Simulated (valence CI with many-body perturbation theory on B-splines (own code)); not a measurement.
# Energy levels of Nb²⁰⁺

Level of theory: valence CI with perturbative core correlation (CI+MBPT): three valence electrons over a frozen Dirac-Fock core [Ar], a basis of 7 s, 7 p, 8 d, 6 f, 4 g, 1 h functions for each j, with the one-electron correlation potential Σ1, the two-electron term Σ2, the three-electron term Σ3, Breit, model QED; selected CI, second order for the rest, scaled by the run's own slope (own B-spline code, finite nucleus).

No measured spectrum was set against this ion. As an estimate, terms of the open shell hold to 2 to 4 % of their energy, and close levels can change places. Only levels of the ground parity were solved; by the run's estimate the other parity begins above the list, which can be wrong where configurations are misplaced.

Levels 1 to 19 of 19, with energies above the lowest level, 3d3 4F_3/2. "Leading %" is the weight of the configuration and term that name the level; weights of strongly mixed levels are sums over their largest components and can fall short. Lifetimes count E1, E2, E3, M1 and M2 decay at the calculated energies, and are blank where another channel may lead or the interval is too uncertain; long ones can be off by a factor of two.

| No. | Configuration | Term | J | E (eV) | Leading % | Lifetime | g |
| --- | --- | --- | --- | --- | --- | --- | --- |
| 1 | 3d3 | 4F | 3/2 | 0.000 | 91 |  | 0.438 |
| 2 | 3d3 | 4F | 5/2 | 1.790 | 97 | 8.27 ms | 1.031 |
| 3 | 3d3 | 4F | 7/2 | 3.507 | 94 | 9.44 ms | 1.217 |
| 4 | 3d3 | 4F | 9/2 | 4.967 | 82 | 25.7 ms | 1.286 |
| 5 | 3d3 | 4P | 3/2 | 6.942 | 56 | 2.88 ms | 1.466 |
| 6 | 3d3 | 4P | 1/2 | 7.623 | 80 | 23.0 ms | 2.261 |
| 7 | 3d3 | 2G | 7/2 | 9.299 | 93 | 1.30 ms | 0.910 |
| 8 | 3d3 | 2H | 9/2 | 9.740 | 51 | 1.60 ms | 1.038 |
| 9 | 3d3 | 4P | 5/2 | 10.123 | 93 | 4.18 ms | 1.570 |
| 10 | 3d3 | 2D | 3/2 | 11.457 | 50 | 541 μs | 1.162 |
| 11 | 3d3 | 2P | 1/2 | 12.253 | 80 | 1.40 ms | 1.071 |
| 12 | 3d3 | 2H | 11/2 | 13.332 | 100 | 4.32 ms | 1.089 |
| 13 | 3d3 | 2D | 5/2 | 14.123 | 92 | 836 μs | 1.210 |
| 14 | 3d3 | 2G | 9/2 | 14.264 | 49 | 886 μs | 1.023 |
| 15 | 3d3 | 2P | 3/2 | 16.096 | 60 | 582 μs | 1.188 |
| 16 | 3d3 | 2F | 7/2 | 18.344 | 97 | 1.42 ms | 1.135 |
| 17 | 3d3 | 2F | 5/2 | 18.545 | 92 | 1.79 ms | 0.883 |
| 18 | 3d3 | 2D | 5/2 | 27.650 | 92 | 248 μs | 1.181 |
| 19 | 3d3 | 2D | 3/2 | 27.820 | 100 |  | 0.799 |

Names give the largest LS component (configuration and term), which can be under half, so a name can repeat, a term be missing and a line seem to break the LS rules; names also repeat where a configuration has a term twice.

The ionisation energy to 3d2 3F_2 of the next ion comes out as 877.09 eV (NIST: 877 ± 4 eV (theoretical)). All 19 levels together are meant to be complete up to 28.932 eV.
